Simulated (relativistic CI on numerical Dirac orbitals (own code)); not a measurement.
La²⁺: resonant inelastic scattering at the M4,5 edge

Computed with this model: Dirac-Coulomb-Breit CI, separate exchange-only KLI orbitals for each configuration, model QED, valence Slater integrals scaled by 0.7, Kramers-Heisenberg scattering through one core-hole configuration in a parametric crystal field; configurations [Xe] 4f → [Ar] 3d9 4s2 4p6 4d10 4f2 5s2 5p6; 300 K; core-hole width 0.6 eV; summed over polarisations. Incident energies are the highest absorption maxima for each field (at most a few, so the weaker spin-orbit partner edge can be absent), on the computed scale of the free ion. Intensities are in per cent of the strongest line above 0.02 eV; levels within 1 cm⁻¹ are merged; final levels count from the ground level, the first row holds all elastic scattering, lines under 0.4 are left out and each table stops after 24 rows. The scale of the Slater integrals is a model choice and moves the terms in proportion. The configuration is assumed, with all valence electrons in the open shell; the free ion's ground configuration is another.

Field parameters in Wybourne normalisation; cubic f-shell fields have B⁴₄ = √(5/14) B⁴₀ and B⁶₄ = −√(7/2) B⁶₀. The field is a parameter set, without covalency.

S is read from ⟨S²⟩ = S(S + 1).

Oh, B40 = -1520, B60 = 390 cm⁻¹:

| Final level (eV) | Degeneracy | Irrep | S | 833.8 eV | 848.6 eV | 849.7 eV |
| --- | --- | --- | --- | --- | --- | --- |
| 0.000 | 4 | Γ8 | 0.50 | 345.7 | 83.1 | 360.8 |
| 0.041 | 2 | Γ7 | 0.50 | 54.2 | 15.4 | 100.0 |
| 0.166 | 2 | Γ6 | 0.50 | 23.5 | 0.2 | 5.9 |
| 0.175 | 4 | Γ8 | 0.50 | 41.7 | 0.6 | 13.0 |
| 0.253 | 2 | Γ7 | 0.50 | 24.8 | 1.3 | 15.0 |

D3d, B20 = -210, B40 = 130, B43 = 970, B60 = -290, B63 = -310, B66 = -70 cm⁻¹:

```tsv
Final level (eV)	Degeneracy	Irrep	S	833.8 eV	848.6 eV	849.7 eV
0.000	2	Γ4	0.50	299.8	73.3	288.5
0.021	2	Γ5+Γ6	0.50	51.3	12.6	86.3
0.047	2	Γ4	0.50	57.5	14.9	100.0
0.170	2	Γ4	0.50	22.5	0.7	6.5
0.195	2	Γ5+Γ6	0.50	25.3	0.2	5.7
0.196	2	Γ4	0.50	20.2	0.4	8.5
0.227	2	Γ4	0.50	21.2	0.5	11.6
```

For the first field the strongest loss at the lowest incident energy is the level at 0.04 eV (S = 0.50, against 0.50 in the thermal ground state).
